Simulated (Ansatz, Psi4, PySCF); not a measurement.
CH7ClO3Si2, singlet, geometry from GFN2-xTB, atoms displaced at random by about 0.03 Å a coordinate. Base run: B3LYP/STO-3G, gradient in PySCF.

Here is a job for PySCF.
```python
from pyscf import gto, scf, dft

mol = gto.M(
    atom='''
Si    1.81519140    0.18202598   -0.63637480
Cl    1.95887688   -1.11397092    0.97642025
C     0.12517046   -0.06315275   -1.37315112
Si   -1.21463571    0.31949620   -0.12219979
O    -2.74773879    0.42683707   -0.78096492
O    -0.90077385    1.73345025    0.42290401
O    -1.34635532   -0.83443267    1.02831388
H     2.16047613    1.45278312   -0.13995457
H     2.80316692   -0.40987760   -1.58836160
H    -0.07346829   -1.04009666   -1.72804797
H     0.02242023    0.62763409   -2.22437290
H    -3.24905512   -0.34566199   -0.81979471
H    -1.57644262    2.33599826    0.88698724
H    -0.60133393   -1.10123082    1.46193651
''',
    basis='sto-3g',
    verbose=4,
)

mf = dft.RKS(mol)
mf.xc = 'b3lyp'
mf.kernel()
g = mf.nuc_grad_method()
grad = g.kernel()
```

Programs used: Ansatz (an electronic-structure program), Psi4, PySCF; a row that names a program was run with it.

The coordinate followed is x of atom 7.

Variants of this job, named by their change:

```tsv
change	dE/dx (Eh/bohr)	net force (Eh/bohr)
base	0.131733	0.000101
finite difference step (bohr) = 0.05; conv_tol = 1e-11	0.132249	-
finite difference step (bohr) = 1e-3; conv_tol = 1e-11	0.131749	-
grids.level = 5; grid_response = off	0.131758	0.000026
finite difference step (bohr) = 1e-5; conv_tol = 1e-11	0.131749	-
grid_response = on	0.131750	0.000000
conv_tol = 1e-4	0.131673	0.000101
code = psi4	0.131786	0.000308
density fitting = on; auxbasis_response = off	0.135744	0.005213
code = ansatz	0.131755	0.000000
finite difference step (bohr) = 0.2; conv_tol = 1e-11	0.139742	-
finite difference step (bohr) = 1e-4; conv_tol = 1e-11	0.131749	-
```

The net force is zero for an exact gradient.
